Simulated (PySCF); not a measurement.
SMILES c1c(occ1)Oc1cccs1 (GFN2-xTB optimised geometry):

```
17

C      3.130    -1.692     0.000
C      2.979    -0.344     0.000
O      1.664    -0.017     0.000
C      0.981    -1.173     0.000
O     -0.361    -1.191     0.000
C     -1.099    -0.055     0.000
C     -2.463    -0.055     0.000
C     -2.997     1.252     0.000
C     -2.043     2.214     0.000
S     -0.450     1.555     0.000
C      1.825    -2.246     0.000
H      4.052    -2.236     0.000
H      3.677     0.468     0.000
H     -3.047    -0.956     0.000
H     -4.052     1.457     0.000
H     -2.165     3.278     0.000
H      1.546    -3.278     0.000
```

Level of theory: CAM-B3LYP/def2-SVP (PySCF).

### Question
What are the frontier orbital energies and the dipole moment?

### Answer
HOMO-2 -8.50 eV, HOMO-1 -8.28 eV, HOMO -6.94 eV, LUMO 0.95 eV, LUMO+1 1.90 eV; dipole moment 0.65 D.

Meta-Löwdin charges at CAM-B3LYP/def2-SVP: C1 -0.15, C2 0.02, O3 -0.26, C4 0.35, O5 -0.27, C6 0.07, C7 -0.17, C8 -0.12, C9 -0.26, S10 0.26, C11 -0.21, H12 0.12, H13 0.13, H14 0.12, H15 0.11, H16 0.12, H17 0.12.
